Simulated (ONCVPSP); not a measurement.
Ga (Z = 31): excitation energies, all-electron against ONCV

* Element: Ga (Z = 31)
* Generator: ONCVPSP 4.0.1
* Type: optimised norm-conserving Vanderbilt (ONCV)
* Functional: PBE
* Relativity: scalar-relativistic
* Frozen core: [Ne]
* Valence charge: 21
* Reference configuration: 3s2 3p6 3d10 4s2 4p1
* Partial waves: 3s+4s: rc 0.90 bohr, ncon 4, nbas 7, qcut 15.8 1/bohr, 2 projectors; 3p+4p: rc 1.10 bohr, ncon 4, nbas 7, qcut 14.6 1/bohr, 2 projectors; 3d: rc 1.40 bohr, ncon 4, nbas 8, qcut 11.9 1/bohr, 3 projectors, debl 0.6 Ha; f scattering state at 0.21 Ha: rc 1.15 bohr, ncon 4, nbas 8, qcut 8.8 1/bohr, 2 projectors, debl 3.4 Ha
* Local potential: polynomial inside 0.80 bohr (lpopt 5, dvloc0 4 Ha)
* Core correction: none

In the d channel the program set the typed energies aside and used -0.704, 0.250, 0.850 Ha.

Energies are relative to the spin-unpolarised reference configuration 3s2 3p6 3d10 4s2 4p1; without spin polarisation the order of configurations can differ from experiment. Not all tests gave a result: 1 of 4 tests not solved or not reliable.

| valence configuration | charge | ΔE all-electron (eV) | error AE − PS (meV) |
| --- | --- | --- | --- |
| 3s2 3p6 3d10 4s2 4p0 | +1 | 5.688 | -0.3 |
| 3s2 3p6 3d10 4s1 4p0 | +2 | 26.817 | -0.4 |
| 3s2 3p6 3d10 4s1 4p1 | +1 | 13.061 | -0.3 |

Levels in the configuration 3s2 3p6 3d10 4s1 4p0:

```tsv
level	all-electron (eV)	pseudo (eV)
3s	-168.459	-168.489
3p	-119.196	-119.218
3d	-39.358	-39.397
4s	-26.070	-26.066
```
